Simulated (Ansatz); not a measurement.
Reaction (isomerisation): `[SiH3]O[Si]1(Cl)CO1` → `Cl[SiH]1CO[SiH2]O1`

Isolated molecules relaxed with PBE0-D4/def2-TZVP in Ansatz; ΔE leaves out vibrations. CBS: MP2 limit from def2 TZ/QZ plus the TZ coupled-cluster correction, frozen cores. DFT in def2-TZVPP. B3LYP here is the variant with VWN-RPA as its local correlation; programs differ in this. Each species was taken in one conformer, which may not be the lowest.

| level | ΔE (kJ/mol) |
| --- | --- |
| r2SCAN-D4 | -134.0 |
| B3LYP-D4 | -135.2 |
| ωB97M-V | -140.3 |
| PBE | -128.7 |
| r2SCAN | -133.5 |
| CCSD(T)/def2-TZVPP | -137.0 |
| MP2/CBS(def2) | -139.6 |
| CCSD/CBS(def2) | -141.2 |

What does CCSD(T)/CBS give? (Best estimate.)

Ansatz gave: -139.3 kJ/mol. The listed levels differ from it by 5.3, 4.1, -1.0, 10.6, 5.8, 2.3, -0.3, -1.9 kJ/mol.

Largest T1 diagnostic among the species: 0.012.

From PBE to PBE0 (25 % exact exchange), in def2-TZVPP and without D4, ΔE moves by −10.4 kJ/mol. In def2-TZVPP, CCSD(T) changes the Hartree–Fock value by +8.5 kJ/mol (the triples alone add +1.9 kJ/mol) and MP2 by +8.2 kJ/mol. The D4 term adds −4.4 kJ/mol with B3LYP and −2.1 kJ/mol with PBE0; it sums over pairs of atoms, weighted by their polarisabilities, and B3LYP, whose exchange is more repulsive, gets the larger term.
